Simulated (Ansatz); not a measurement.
The same ligand exchange along the group Ti, Zr, Hf.

Computed with Ansatz on PBE0-D4/def2-TZVP structures; ΔE is electronic, products minus reactants. CBS: MP2 limit from def2 TZ/QZ plus the TZ coupled-cluster correction, frozen cores. This one scheme is used for every species. Functionals use def2-TZVPP. Elements past krypton have def2 core potentials. For Hf, Ti, Zr outer-core shells are correlated without core-valence functions, which leaves a few kJ/mol of doubt a bond. Scalar relativity is left out up to krypton. Each species was taken in one conformer, which may not be the lowest.

```json
{"reaction": "`[F][Ti]([SH])([SH])[SH]` + H₂S → `[SH][Ti]([SH])([SH])[SH]` + H–F", "ωB97M-V (kJ/mol)": "86", "CCSD/CBS(def2) (kJ/mol)": "76"}
{"reaction": "`[F][Zr]([SH])([SH])[SH]` + H₂S → `[SH][Zr]([SH])([SH])[SH]` + H–F", "ωB97M-V (kJ/mol)": "89", "CCSD/CBS(def2) (kJ/mol)": "80"}
{"reaction": "`[F][Hf]([SH])([SH])[SH]` + H₂S → `[SH][Hf]([SH])([SH])[SH]` + H–F", "ωB97M-V (kJ/mol)": "95", "CCSD/CBS(def2) (kJ/mol)": "86"}
```

Task: Give the CCSD(T)/CBS values in the same order. (Estimate.)

Result: Ansatz gave: 65, 73, 80 kJ/mol.

Largest T1 diagnostic: 0.029, for `[SH][Ti]([SH])([SH])[SH]`, so its coupled-cluster energy is less sure.
